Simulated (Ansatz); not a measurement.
Correlation energies of CH8InNSi (`C[SiH](N)[InH2]`) by basis set

| atom | x (Å) | y (Å) | z (Å) |
| --- | --- | --- | --- |
| C1 | 1.1156 | 0.8987 | 1.0473 |
| Si2 | 0.2859 | -0.4357 | 0.0265 |
| N3 | 0.7567 | -0.2213 | -1.6265 |
| In4 | -2.2893 | -0.3792 | 0.1107 |
| H5 | 0.8657 | 0.7843 | 2.1050 |
| H6 | 2.2037 | 0.8326 | 0.9537 |
| H7 | 0.8081 | 1.8955 | 0.7249 |
| H8 | 0.7271 | -1.7455 | 0.6201 |
| H9 | 0.2233 | -0.6724 | -2.3524 |
| H10 | 1.7372 | -0.2138 | -1.8662 |
| H11 | -3.1833 | 0.0690 | 1.5278 |
| H12 | -3.2504 | -0.8123 | -1.2710 |

Total charge 0; spin multiplicity 1. Correlated methods include outer-core shells of In, which these sets cover unevenly. In takes the def2 core potential. Geometry: relaxed with PBE0-D4/def2-TZVP. It is one conformer, not always the lowest. Frozen core, restricted reference, the Gaussian-basis code of Ansatz.

```
     basis     HF (Eh)  MP2 corr.
  def2-SVP  -574.95676   -0.50745
def2-TZVPP  -575.18257   -0.81509
def2-QZVPP  -575.19789   -1.03935
```

(1) Estimate the CCSD correlation energy and the (T) correction in each basis where they were run (hartree).

## Answers

(1) 
```tsv
basis	CCSD corr.	(T)
def2-SVP	-0.56663	-0.01563
def2-TZVPP	-0.85636	-0.02927
```
